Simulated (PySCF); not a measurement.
# W⁺: excitation energy

W⁺ [Xe] 4f14 5d4 6s1 (6D) → W⁺ [Xe] 4f14 5d3 6s1 7s1 (6F), as a difference of total energies. Computed with PySCF 2.14 in aug-cc-pVTZ-PP with one added diffuse shell each of s, p, d, f, g type with ECP60MDF (7s7p6d4f3g, 113 functions), with scalar relativity through the core potential. Correlated levels: valence: 5s2 5p6 frozen. The calculations carry no spin-orbit coupling.

| method | excitation energy (eV) |
| --- | --- |
| UHF | 10.101 |
| LDA | 10.970 |
| PBE | 10.796 |
| PBE0 | 10.794 |
| r2SCAN | 10.871 |
| r2SCANh | 10.865 |
| BP86 | 10.843 |
| wB97M-V | 10.548 |
| MP2 (valence) | 10.557 |
| SCS-MP2 (valence) | 10.253 |

Question: How much does correlation contribute at MP2 (valence)?

Answer: 10.557 − (10.101) = 0.456 eV, measured against UHF.

The promoted electron is Rydberg-like, and one or two diffuse shells describe it only roughly, which tends to raise the upper state.
